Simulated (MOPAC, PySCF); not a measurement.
CHNS, SMILES `N#CS`, neutral singlet in the gas phase. 

Cartesian coordinates (Å):
```xyz
4

N      1.7787    -0.1170     0.0661
C      0.6567     0.1212    -0.0656
S     -0.9594     0.5646    -0.3017
H     -1.4704    -0.5683     0.2165
```
Charge 0, spin multiplicity 1.

All levels are single points at this geometry (B3LYP-D3(BJ)/def2-TZVP); Pople sets use spherical d functions. Orbital energies aren't observables, and empty levels follow the basis.

PM7 in MOPAC gives dipole (D) = 3.19.

Task: Estimate the dipole (D) from each of these levels: B3LYP-D3(BJ)/def2-TZVP in PySCF; PBE-D3(BJ)/def2-TZVP in PySCF; B3LYP/6-311+G** in PySCF; B3LYP/6-31G* in PySCF; B3LYP/LANL2DZ in PySCF; M06-2X/6-31G* in PySCF; PBE/6-31G* in PySCF; SVWN5/6-31G* in PySCF; HF/3-21G in PySCF; HF/STO-3G in PySCF; AM1 in MOPAC; PM3 in MOPAC.

Result: 
```csv
level,dipole (D)
B3LYP-D3(BJ)/def2-TZVP in PySCF,3.56
PBE-D3(BJ)/def2-TZVP in PySCF,3.49
B3LYP/6-311+G** in PySCF,3.62
B3LYP/6-31G* in PySCF,3.32
B3LYP/LANL2DZ in PySCF,3.39
M06-2X/6-31G* in PySCF,3.30
PBE/6-31G* in PySCF,3.25
SVWN5/6-31G* in PySCF,3.35
HF/3-21G in PySCF,3.14
HF/STO-3G in PySCF,3.01
AM1 in MOPAC,2.43
PM3 in MOPAC,2.76
```
